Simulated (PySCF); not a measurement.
# Fractional electron number in Tc⁺ (technetium, charge +1)

The 5s alpha orbital of [Kr] 4d5 5s1 is emptied in steps (occupation f), with all orbitals relaxed, ending at [Kr] 4d5. Computed with PySCF 2.14 in def2-SVP with the def2 core potential (28 electrons) (5s3p2d1f, 31 functions), with scalar relativity through the core potential. The exact energy is a straight line in f; departures are measured from the line between the end points of the same method.

| f | PBE0 (eV) | r2SCAN (eV) | LC-wPBE (eV) |
| --- | --- | --- | --- |
| 1 | 0.000 | 0.000 | 0.000 |
| 0.8 | -0.398 | -0.489 | -0.013 |
| 0.6 | -0.599 | -0.732 | -0.019 |
| 0.4 | -0.601 | -0.734 | -0.020 |
| 0.2 | -0.402 | -0.490 | -0.015 |
| 0 | 0.000 | 0.000 | 0.000 |

| method | E(f=0) − E(f=1) (eV) | −ε at f=1 (eV) | −ε at f=0.4 (eV) |
| --- | --- | --- | --- |
| PBE0 | 15.389 | 12.908 | 15.880 |
| r2SCAN | 15.629 | 12.558 | 16.230 |
| LC-wPBE | 15.064 | 14.981 | 15.074 |

Orbital energy along the path (eV):

| f | PBE0 | r2SCAN | LC-wPBE |
| --- | --- | --- | --- |
| 1 | -12.908 | -12.558 | -14.981 |
| 0.8 | -13.891 | -13.806 | -15.015 |
| 0.6 | -14.881 | -15.016 | -15.045 |
| 0.4 | -15.880 | -16.230 | -15.074 |
| 0.2 | -16.890 | -17.464 | -15.111 |
| 0 | -17.907 | -18.692 | -15.166 |

Reference removal energy between the ground levels: 15.26 eV (semi-empirical (NIST evaluation); NIST Atomic Spectra Database, ionization energies).
